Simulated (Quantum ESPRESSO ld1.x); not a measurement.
Results of a calculation; reference values are marked as such.
The run below uses ld1.x (Quantum ESPRESSO 7.5).

```
 &input
    atom='Cl',
    iswitch=1,
    rel=0,
    dft='PBE',
    config='[Ne] 3s2 3p4 4s0 3d0',
    verbosity='high',
    prefix='ld1',
    max_out_wfc=37,
    file_charge='ld1.rho',
 /
```

Command: `OMP_NUM_THREADS=1 ld1.x < ld1.in > ld1.out`

Output (excerpt):

```
     Program LD1 v.7.5 starts

     --------------------------- All-electron run ----------------------------

     atomic number is 17.00
     dft =PBE   lsd =0 sic =0 latt =0  beta=0.20 tr2=1.0E-14
     Exchange-correlation= PBE
                           (   1   4   3   4   0   0   0)
     mesh =1805 r(mesh) =  99.36368 a.u. xmin = -7.00 dx = 0.00800
     1 Ry =  13.60569312 eV

     n l     nl                  e(Ry)          e(Ha)          e(eV)
     1 0     1S 1( 2.00)    -202.384531245    -101.192265623  -2753.5818250
     2 0     2S 1( 2.00)     -19.388944791      -9.694472395   -263.8000328
     2 1     2P 1( 6.00)     -15.025004877      -7.512502439   -204.4256055
     3 0     3S 1( 2.00)      -2.345890441      -1.172945221    -31.9174654
     3 1     3P 1( 4.00)      -1.428694432      -0.714347216    -19.4383780
     4 0     4S 1( 0.00)      -0.414055277      -0.207027639     -5.6335090
     3 2     3D 1( 0.00)      -0.296784388      -0.148392194     -4.0379573

     final scf error:  4.1E-15 reached in  24 iterations

     Etot =    -918.905010 Ry,    -459.452505 Ha,  -12502.339576 eV

     Ekin =     917.828031 Ry,     458.914015 Ha,   12487.686526 eV
     Encl =   -2172.482466 Ry,   -1086.241233 Ha,  -29558.129750 eV
     Eh   =     390.954680 Ry,     195.477340 Ha,    5319.209404 eV
     Exc  =     -55.205255 Ry,     -27.602627 Ha,    -751.105756 eV

     normalization and overlap integrals

     s(1S/1S) =  1.000000  <r> =   0.0914  <r2> =    0.0112  r(max) =   0.0598
     s(2S/2S) =  1.000000  <r> =   0.4462  <r2> =    0.2365  r(max) =   0.3645
     s(2P/2P) =  1.000000  <r> =   0.4074  <r2> =    0.2067  r(max) =   0.3032
     s(3S/3S) =  1.000000  <r> =   1.4951  <r2> =    2.5827  r(max) =   1.2697
     s(3P/3P) =  1.000000  <r> =   1.7067  <r2> =    3.4402  r(max) =   1.3865
     s(4S/4S) =  1.000000  <r> =   4.4810  <r2> =   22.7835  r(max) =   3.9227
     s(3D/3D) =  1.000000  <r> =   3.2410  <r2> =   13.4378  r(max) =   2.1876

     ------------------------ End of All-electron run ------------------------
```

Run on one thread of a shared host, so times are rough (Intel(R) Xeon(R) Processor @ 2.60GHz): 0.6 s of CPU time, 0.63 s wall, 24 iterations on 1805 mesh points.
